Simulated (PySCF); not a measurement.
C5H5ClNP.
SMILES: `CC1=CN=C(Cl)C=P1`

Level of theory: TDDFT CAM-B3LYP/def2-SVPD, vertical, gas phase, core orbitals frozen in the response in PySCF. Geometry: GFN2-xTB; no solvent, vibrations or thermal averaging.

Computed states:

```
state  E (eV)       f
   S1    4.44   0.011
   S2    4.53   0.040
   S3    5.20  0.0010
   S4    5.21  0.0060
   S5    5.32   0.029
   S6    5.98   0.470
   S7    6.19  0.0000
   S8    6.30  0.0001
```

Broadening: Gaussians 0.5 eV wide at half height, area fixed by f = 4.319×10⁻⁹ ∫ε dν̃. The cross-section is σ = 3.8235×10⁻²¹ ε cm², given in Mb (10⁻¹⁸ cm²). The width is an assumption, not a result. The curve ends short of the highest state used, and states not computed would add to its high-energy end.

Question: What does the envelope look like, and where are its maxima?

Answer: 
```tsv
E (eV)	σ (Mb)
3.69	0.01
3.76	0.03
3.83	0.07
3.90	0.19
3.97	0.45
4.04	0.96
4.11	1.85
4.18	3.20
4.25	4.98
4.31	6.70
4.38	8.60
4.45	9.92
4.52	10.31
4.59	9.66
4.66	8.18
4.73	6.34
4.80	4.66
4.87	3.54
4.94	3.19
5.01	3.61
5.08	4.59
5.15	5.81
5.22	6.94
5.29	7.77
5.36	8.45
5.43	9.67
5.50	12.67
5.56	17.84
5.63	28.05
5.70	43.03
```

Maxima: 275 nm (4.51 eV), ε about 2700, made up of S1 (20%) and S2 (80%) (ε in L mol⁻¹ cm⁻¹; maxima over ε = 5, shares over 10%). At its high-energy end, 5.70 eV, the curve is still rising (ε about 11000, from S6).

Question: What would ε be at 4.51 eV, the highest of these maxima, with half the width (0.25 eV)?

Answer: About 5180 L mol⁻¹ cm⁻¹ against 2700, a factor of about 1.9; a lone state at its own centre would give exactly 2.

Question: On this curve, what absorbance would a 10⁻⁵ mol/L sample give at 254 nm over a 1 cm path?

Answer: 254 nm is 4.881 eV, where ε is about 900 L mol⁻¹ cm⁻¹, so A = ε c l ≈ 0.009 (Beer–Lambert, with the gas-phase spectrum and the assumed width).

Question: Coming from long wavelengths, where does ε first pass 100 L mol⁻¹ cm⁻¹?

Answer: At about 313 nm (3.96 eV), 0.48 eV below S1.

Time: 53 s; peak memory 0.96 GiB. Hardware: one thread of an Arm Neoverse V2 (shared host).
